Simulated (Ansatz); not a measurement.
Total energies of In₁₀P₁₀ from Ansatz at PBE-D4/def2-SVP, gas phase (1 Eh = 27.2114 eV = 2625.5 kJ/mol). The reference geometry is relaxed at PBE-D4/def2-SVP.

```xyz
20

P     3.752   -0.241    1.297
P     1.787    4.158    1.483
P     1.548    1.623   -2.502
P    -1.740    3.650   -0.080
P     0.617   -3.567    2.888
P     1.051   -2.206   -1.505
P    -2.686   -3.680    0.505
P    -0.340    0.151    1.286
P    -0.364    0.690   -3.203
P    -0.423   -1.518   -2.951
In    3.011    2.067    1.688
In    1.697   -1.445    2.324
In    1.747    0.031   -0.495
In   -0.405    2.657    1.931
In    0.697    3.455   -0.865
In   -1.849    1.136   -0.744
In   -2.058   -2.025    2.974
In   -0.202   -3.467    0.467
In   -2.611   -1.810   -1.126
In   -3.229    0.342   -3.372
```

```csv
state,geometry,energy (Eh)
charge 0 singlet,reference,-5312.97688
charge 1 doublet,reference,-5312.74712
charge 1 doublet,relaxed at PBE-D4/def2-SVP,-5312.76377
charge -1 doublet,reference,-5313.07374
free P atom (quartet),–,-340.98790
free In atom (doublet),–,-190.11196
```

In the def2 sets In takes a core potential; there is no spin–orbit coupling. Single mean-field runs in def2-SVP are fitted with def2-universal-jkfit.

Work out the vertical ionisation energy to the doublet.

E(charge 1 doublet) − E(charge 0 singlet) = -5312.74712 − (-5312.97688) = 0.22976 Eh = 6.25 eV. For comparison, −ε of the highest occupied level is 4.70 eV at this level, 1.55 eV less.

Work out the vertical electron affinity, to the doublet.

E(charge 0 singlet) − E(charge -1 doublet) = -5312.97688 − (-5313.07374) = 0.09686 Eh = 2.64 eV. The basis lacks diffuse functions, which makes affinities too small.

Give the fundamental gap IE − EA, the Mulliken electronegativity (IE + EA)/2 and the hardness (IE − EA)/2.

From the values in Eh: IE − EA = 0.22976 − 0.09686 = 0.13290 Eh = 3.62 eV; (IE + EA)/2 = 4.44 eV; (IE − EA)/2 = 1.81 eV. The HOMO–LUMO gap of the same run is 0.66 eV, 2.96 eV smaller than the fundamental gap.

How much does the charge 1 doublet relax, and what is the adiabatic ionisation energy?

Relaxation: -5312.74712 − (-5312.76377) = 0.01665 Eh = 0.45 eV. Adiabatic ionisation energy: 0.21311 Eh = 5.80 eV, without zero-point energy. Bonds change on the way (0 lost, 1 formed), so the relaxed form is another species. 

What is the binding energy per atom against free atoms?

Atoms: 10 × (-340.98790) + 10 × (-190.11196) = -5310.99860 Eh. Binding: -5310.99860 − (-5312.97688) = 1.97828 Eh = 53.83 eV, or 2.69 eV for each of 20 atoms (no zero-point energy, no counterpoise term).

At PBE-D4/def2-SVP the gap within one spin of the charge 1 doublet nearly closes, so an electron or hole may be smeared out by delocalisation error.
